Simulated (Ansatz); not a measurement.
The cluster PAu8⁻, relaxed as a singlet with RKS PBE0-D4/def2-SVPD in Ansatz, starting from packed atoms. Force threshold 0.02 eV/Å.

In the def2 sets Au takes a core potential; there is no spin–orbit coupling. The structure comes from a short search, and lower isomers may exist.

Start:

Cartesian coordinates in Å:
```
P -0.7388 -0.1088 0.2322
Au -2.5335 0.0053 -1.6500
Au 2.2815 -1.1270 -0.2179
Au -0.1407 -2.5823 -0.5555
Au 1.1448 1.4790 1.9817
Au 0.6392 -1.2246 1.8439
Au -1.2532 2.1855 1.3515
Au 0.1171 -0.4240 -2.1459
Au 0.4835 1.7968 -0.8401
```

Task: Estimate the energy that the relaxation releases and the steps that it takes.

Result: 362.5 kJ/mol, in 27 steps; 15 min on 4 threads of Arm Neoverse V1 on a shared host. No frequencies were taken in this run, so the end may be a saddle point.

Task: Does the start keep its bonding and symmetry?

Result: Bonds lost: P1–Au6, P1–Au8, Au3–Au4 (atoms count from 1). Bonds formed: Au3–Au9, Au6–Au9 (atoms count from 1). Metal–metal contacts that move far: Au4–Au6 2.87 to 5.48 Å, Au4–Au8 2.69 to 4.34 Å, Au7–Au9 2.82 to 3.59 Å.

Task: Predict the relaxed structure.

Result: 
```xyz
9

P    -1.6105    0.7155   -0.2213
Au   -2.0338   -0.0982   -2.4296
Au    2.8323   -1.2098   -1.1574
Au   -2.3272   -1.2626    0.6979
Au    0.8007    1.1815    2.4418
Au    2.9815   -0.0804    1.3862
Au   -1.7820    1.8162    1.8953
Au    0.5068   -1.0461   -2.5814
Au    0.6323   -0.0160   -0.0316
```
Bond lengths (bridged metal pairs left out): 9 × Au–Au 2.72 to 2.79 Å; 4 × Au–P 2.30 to 2.39 Å.
